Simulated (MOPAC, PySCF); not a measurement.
Br$_{4}$Si, SMILES `Br[Si](Br)(Br)Br`, neutral singlet in the gas phase. 

Cartesian coordinates (Å):
SMILES: Br[Si](Br)(Br)Br
```xyz
5

Br    -1.1148    -1.7966    -0.6707
Si     0.0000     0.0000     0.0000
Br    -1.1008     1.8252    -0.6142
Br     2.0165     0.0066    -0.9241
Br     0.1991    -0.0352     2.2090
```
Charge 0, spin multiplicity 1.

All levels are single points at this geometry (B3LYP-D3(BJ)/def2-SVP); Pople sets use spherical d functions. Orbital energies aren't observables, and empty levels follow the basis.

HF/3-21G in PySCF gives dipole (D) = 0.00.

**Question.** Estimate the dipole (D) from each of these levels: B3LYP-D3(BJ)/def2-TZVP in PySCF; B3LYP/3-21G in PySCF; HF/6-31G* in PySCF; AM1 in MOPAC; PM7 in MOPAC.

**Answer.** 
```tsv
level	dipole (D)
B3LYP-D3(BJ)/def2-TZVP in PySCF	0.00
B3LYP/3-21G in PySCF	0.00
HF/6-31G* in PySCF	0.00
AM1 in MOPAC	0.00
PM7 in MOPAC	0.00
```
